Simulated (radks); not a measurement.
Q: These are the eigenvalues of the occupied orbitals of an atom or ion with whole-number occupations (eV). All-electron calculation, Dirac Kohn-Sham, PBE, spin-unpolarised, spherical densities, finite nucleus; Fermi nuclear charge, rms radius of each element as measured or else 0.836 A^(1/3) + 0.57 fm. Program: a radial shooting solver on a logarithmic mesh with Libxc functionals.

orbital  eigenvalue
1s1/2     -4034.190
2s1/2     -495.7620
2p1/2     -419.0893
2p3/2     -415.3704
3s1/2     -116.6762
3p1/2      -96.4783
3p3/2      -95.9751

Which element is it, and in what charge state? The configuration may be excited. Open shells, if any, are shared by 2j + 1.

A: Z = 20, calcium, charge +5: Ca5+ in [Ne] 3s2 3p3. The list shows which subshells hold electrons but not how many an open one holds; the 1s level, -148.25 hartree, gives Z - s = 17.2 by -(Z - s)^2/2, which with screening and relativity narrows Z to a few neighbours, and the depths of the outer levels then fix element, charge and occupations together.
